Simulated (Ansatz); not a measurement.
Isolated molecules relaxed with PBE0-D4/def2-TZVP in Ansatz; ΔE leaves out vibrations. CBS: MP2 limit from def2 TZ/QZ plus the TZ coupled-cluster correction, frozen cores. This one scheme is used for every species. DFT in def2-TZVPP. B3LYP here is the variant with VWN-RPA as its local correlation; programs differ in this. For Se outer-core shells are correlated without core-valence functions, which leaves a few kJ/mol of doubt a bond. Scalar relativity is left out up to krypton. Each species was taken in one conformer, which may not be the lowest.

Reaction (formal exchange of groups at the Se–Si bond): `C=C[Se][SiH2]C` + BH₃ → `B[Se]C=C` + `C[SiH3]`

`C=C[Se][SiH2]C`:

```xyz
13

C    -1.278   -1.296    1.812
C    -0.276   -0.541    2.239
Se    0.900    0.551    1.225
Si    0.086    0.195   -0.877
C     1.141    1.214   -2.029
H    -1.864   -1.868    2.523
H    -1.560   -1.381    0.769
H    -0.033   -0.490    3.295
H     0.160   -1.254   -1.206
H    -1.343    0.605   -0.938
H     2.187    0.904   -1.976
H     0.798    1.086   -3.059
H     1.080    2.275   -1.778
```

BH₃:

Cartesian coordinates in Å:
```
B 0.000 0.000 0.000
H -0.833 -0.725 0.454
H -0.215 1.170 -0.094
H 1.047 -0.445 -0.360
```

`B[Se]C=C`:

Z-matrix (Å, degrees):
```
B
Se 1 1.889
H 1 1.192 2 120.1
H 1 1.191 2 116.4 3 180.0
C 2 1.901 1 101.5 3 0.0
C 5 1.323 2 122.8 1 179.8
H 5 1.085 2 114.5 1 -0.3
H 6 1.084 5 120.5 2 180.0
H 6 1.084 5 122.4 2 -0.0
```

`C[SiH3]`:

Z-matrix (Å, degrees):
```
C
Si 1 1.871
H 1 1.092 2 110.8
H 1 1.092 2 110.8 3 -120.0
H 1 1.092 2 110.8 3 120.0
H 2 1.488 1 110.7 3 -179.9
H 2 1.488 1 110.7 3 -59.9
H 2 1.488 1 110.7 3 60.1
```

```
             level  ΔE (kcal/mol)  difference from CCSD(T)/CBS
            PBE-D4          -12.7                         -2.3
         r2SCAN-D4          -11.9                         -1.5
           PBE0-D4          -11.2                         -0.8
          B3LYP-D4          -10.5                         -0.1
           ωB97X-V          -10.2                          0.2
           ωB97M-V          -10.3                          0.1
            B2PLYP          -11.8                         -1.4
               PBE          -14.1                         -3.7
            r2SCAN          -12.3                         -1.9
              PBE0          -12.5                         -2.1
             B3LYP          -12.8                         -2.4
     HF/def2-TZVPP           -8.9                          1.5
    MP2/def2-TZVPP          -10.4                          0.0
SCS-MP2/def2-TZVPP          -10.3                          0.1
   CCSD/def2-TZVPP          -11.1                         -0.7
CCSD(T)/def2-TZVPP          -11.5                         -1.1
     HF/def2-QZVPP           -8.8                          1.6
    MP2/def2-QZVPP           -9.7                          0.7
SCS-MP2/def2-QZVPP           -9.7                          0.7
      HF/CBS(def2)           -8.8                          1.6
     MP2/CBS(def2)           -9.3                          1.1
    CCSD/CBS(def2)           -9.9                          0.5
       CCSD(T)/CBS          -10.4                            0
```

Largest T1 diagnostic among the species: 0.013.

In def2-TZVPP, CCSD(T) changes the Hartree–Fock value by −2.5 kcal/mol (the triples alone add −0.4 kcal/mol) and MP2 by −1.5 kcal/mol. From PBE to PBE0 (25 % exact exchange), in def2-TZVPP and without D4, ΔE moves by +1.6 kcal/mol. The D4 term adds +2.3 kcal/mol with B3LYP and +1.3 kcal/mol with PBE0; it sums over pairs of atoms, weighted by their polarisabilities, and B3LYP, whose exchange is more repulsive, gets the larger term.
